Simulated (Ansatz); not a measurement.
Cost and result for the atomization energy of C$_{7}$H$_{12}$ (`CC=C1CCCC1`) (19 atoms, 19 bonds).

```xyz
19

C     2.4004    0.8029   -1.1151
C     1.7095    0.2852    0.1004
C     0.4062    0.0536    0.2140
C    -0.6373    0.2366   -0.8676
C    -1.9732   -0.0332   -0.1700
C    -1.6105   -1.0161    0.9398
C    -0.2777   -0.4750    1.4525
H     1.7073    0.9702   -1.9408
H     3.1698    0.1040   -1.4601
H     2.9114    1.7495   -0.9084
H     2.3422    0.0819    0.9628
H    -0.4741   -0.4951   -1.6677
H    -0.5955    1.2241   -1.3336
H    -2.3538    0.8925    0.2743
H    -2.7416   -0.4082   -0.8487
H    -2.3739   -1.0925    1.7166
H    -1.4679   -2.0163    0.5165
H    -0.4662    0.3502    2.1511
H     0.3248   -1.2143    1.9839
```

Total charge 0; spin multiplicity 1. The geometry is a stationary point of PBE0-D4/def2-TZVP. Program: Ansatz. All runs use 2 threads of an AMD EPYC 7R13 on a shared host and a share of an NVIDIA H100 80 GB. Times are those of one run each, without the atoms' runs, and a repeat can differ threefold. Electronic energies, without spin–orbit coupling; frozen cores. CCSD(T)/CBS adds CCSD(T) − MP2 in def2-TZVPP to the MP2 limit, and its time is that of the two runs behind it. T1 = 0.010. HSE06 is the plane-wave form, built on full-range PBE exchange.

CCSD(T)/CBS is a level of theory with its own doubt, some kJ/mol a heavy atom from the limit and from the frozen cores, so smaller differences don't rank the functionals.

```
                             level  functions  wall time
                BLYP-D4/def2-TZVPP        385      3.8 s
               PBE-QIDH/def2-TZVPP        385      3.9 s
                  CCSD(T)/def2-SVP        158        4 s
   PBE-D4/def2-TZVPP (with forces)        385      4.4 s
                ωB97X-V/def2-TZVPP        385      4.6 s
                 B97M-V/def2-TZVPP        385      5.5 s
               HSE06-D4/def2-TZVPP        385        6 s
r2SCAN-D4/def2-TZVPP (with forces)        385        6 s
  ωB97M-V/def2-TZVPP (with forces)        385        7 s
                    MP2/def2-QZVPP        759        7 s
           CAM-B3LYP-D4/def2-TZVPP        385      7.5 s
                CCSD(T)/def2-TZVPP        385       13 s
                 CCSD(T)/CBS(def2)          –       20 s
```

(1) What atomization energy does each give, and how far from CCSD(T)/CBS? (Best estimate.)

Answers

(1) Ansatz gave: 
```tsv
level	atomization (kJ/mol)	difference from CCSD(T)/CBS	per bond
BLYP-D4/def2-TZVPP	7962.9	-28.1	-1.5
PBE-QIDH/def2-TZVPP	8023.3	32.3	1.7
CCSD(T)/def2-SVP	7726.2	-264.8	-13.9
PBE-D4/def2-TZVPP (with forces)	8186.6	195.6	10.3
ωB97X-V/def2-TZVPP	8011.1	20.1	1.1
B97M-V/def2-TZVPP	8017.5	26.5	1.4
HSE06-D4/def2-TZVPP	8095.9	104.9	5.5
r2SCAN-D4/def2-TZVPP (with forces)	8027.2	36.2	1.9
ωB97M-V/def2-TZVPP (with forces)	8022.7	31.7	1.7
MP2/def2-QZVPP	8030.3	39.3	2.1
CAM-B3LYP-D4/def2-TZVPP	8036.6	45.6	2.4
CCSD(T)/def2-TZVPP	7826.9	-164.1	-8.6
CCSD(T)/CBS(def2)	7991.0	0.0	0.0
```

From PBE to PBE0 (25 % exact exchange), in def2-TZVPP and without D4, the atomization energy moves by −89.0 kJ/mol: exact exchange takes away binding that semilocal exchange gives to molecules. At CCSD(T), def2-SVP lies −264.7 kJ/mol from the extrapolated value and def2-TZVPP −164.1 kJ/mol: correlation converges slowly with the basis, and small sets miss more of it in the bonded molecule than in its fragments. In def2-TZVPP, CCSD(T) changes the Hartree–Fock value by +1782.1 kJ/mol (the triples alone add +104.9 kJ/mol) and MP2 by +1889.5 kJ/mol; breaking electron pairs costs correlation energy, which Hartree–Fock lacks.
